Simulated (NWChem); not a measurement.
# SnClF, singlet; SMILES [Cl][Sn][F]

Results from NWChem. Low-valent species are run as closed-shell singlets; no triplet was tried in these runs. def2 effective core potentials on Sn; no spin-orbit coupling. Level PBE/def2-SVP: optimisations from one semi-empirical or force-field start; each run changes one setting, and all end within 0.3 mHa of each other.

```json
[
 {"setting": "redundant internal coordinates, default thresholds", "optimisation steps": "6"},
 {"setting": "tight thresholds", "optimisation steps": "7"},
 {"setting": "loose thresholds", "optimisation steps": "3"},
 {"setting": "Cartesian coordinates", "optimisation steps": "7"},
 {"setting": "no line search", "optimisation steps": "6"}
]
```
